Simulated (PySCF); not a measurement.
SMILES [c]1sccc1 (C4H3S), doublet (PBE0/def2-SVP optimised geometry):

```
8

C     -0.225     1.576     0.000
C      0.773     0.655     0.000
C      0.205    -0.662     0.000
C     -1.165    -0.662     0.000
S     -1.805     0.948     0.000
H      1.841     0.875     0.000
H      0.802    -1.576     0.000
H     -1.841    -1.516     0.000
```

Computed with unrestricted PBE0/def2-TZVP (PySCF).

Problem. What are the frontier orbital energies (α orbitals alone; a β orbital can be the lowest empty one) and the dipole moment?

Solution. HOMO-2 -8.28 eV, HOMO-1 -7.44 eV, HOMO -7.13 eV, LUMO -0.60 eV, LUMO+1 0.63 eV; dipole moment 1.12 D.

On the same geometry unrestricted PBE/def2-TZVP in PySCF gives HOMO-2 -6.72 eV, HOMO-1 -6.40 eV, HOMO -6.06 eV, LUMO -1.47 eV, LUMO+1 -0.44 eV; dipole moment 1.11 D.

Meta-Löwdin charges at PBE0/def2-TZVP: C1 -0.15, C2 -0.17, C3 -0.14, C4 -0.28, S5 0.32, H6 0.14, H7 0.13, H8 0.15.
